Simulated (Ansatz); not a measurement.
AlClH₅NSi, SMILES `[SiH3][NH][AlH][Cl]` from Hartree–Fock to CCSD(T)

Z-matrix (Å, degrees):
```
Si
N 1 1.731
H 1 1.489 2 111.4
H 1 1.489 2 111.5 3 119.8
H 1 1.482 2 107.9 3 -120.1
Al 2 1.771 1 132.0 3 120.2
H 2 1.013 1 113.8 3 -59.8
Cl 6 2.093 2 118.8 1 -0.0
H 6 1.571 2 120.8 1 -180.0
```

Total charge 0; spin multiplicity 1. All single points use the PBE0-D4/def2-TZVP geometry. It is one conformer, not always the lowest. Frozen core, restricted reference, Ansatz. CBS rows extrapolate triple and quadruple zeta; past MP2 they add the triple-zeta difference.

```json
{"basis": "def2-SVP", "HF (Eh)": "-1047.48954", "MP2 corr.": "-0.46287"}
{"basis": "def2-TZVPP", "HF (Eh)": "-1047.90603", "MP2 corr.": "-0.60294"}
{"basis": "def2-QZVPP", "HF (Eh)": "-1047.93825", "MP2 corr.": "-0.65331"}
```

Q: Estimate the CCSD correlation energy and the (T) correction in each basis where they were run (hartree).

A: 
```json
{"basis": "def2-SVP", "CCSD corr.": "-0.51279", "(T)": "-0.01192"}
{"basis": "def2-TZVPP", "CCSD corr.": "-0.65353", "(T)": "-0.02455"}
{"basis": "CBS(def2)", "CCSD corr.": "-0.74121", "(T)": "as TZ"}
```
